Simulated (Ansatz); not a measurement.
Ansatz (a first-principles code) input (CCSD(T)/def2-SVPD):

Ansatz 0.2 input:
```yaml
crystal:
  periodic: [false, false, false]
  atoms:
    - {symbol: Al, position_ang: [0.00000000, 0.00000000, 0.00000000]}
    - {symbol: I, position_ang: [0.00000000, 0.00000000, 2.36949813]}
    - {symbol: I, position_ang: [-0.00000000, -0.00000000, -2.36949813]}
basis:
  gaussian:
    orbitals: def2-SVPD
total_charge: 1
magnetization: {spin_polarized: false}
correlation: {method: ccsd_t, electrons: outside_noble_gas}
output: {forces: true}
```

End of the output:

```
cycle   3  -7.18650319 eV  change   -4.4e-2 eV  update   1.5e-2
cycle   4  -7.18346692 eV  change    3.0e-3 eV  update   3.5e-3
cycle   5  -7.18223075 eV  change    1.2e-3 eV  update   1.0e-3
cycle   6  -7.18215308 eV  change    7.8e-5 eV  update   2.9e-4
cycle   7  -7.18215084 eV  change    2.2e-6 eV  update   9.0e-5
cycle   8  -7.18216568 eV  change   -1.5e-5 eV  update   2.9e-5
cycle   9  -7.18216348 eV  change    2.2e-6 eV  update   8.5e-6
cycle  10  -7.18216185 eV  change    1.6e-6 eV  update   2.5e-6
perturbative correction -0.26400198 eV, -0.0097018939 hartree
the calculation of the forces begins
Total energy: -22728.82095116 eV, -835.2687638070 hartree
Atom 0 at     0.000000     0.000000     0.000000 Å, force     0.000000     0.000000     0.000000 eV/Å
Atom 1 at     0.000000     0.000000     2.369498 Å, force    -0.000000     0.000000     0.146486 eV/Å
Atom 2 at    -0.000000    -0.000000    -2.369498 Å, force     0.000000     0.000000    -0.146486 eV/Å
Dipole moment:     0.000000     0.000000     0.000000 e Å
```

It need not be the lowest isomer of its formula.
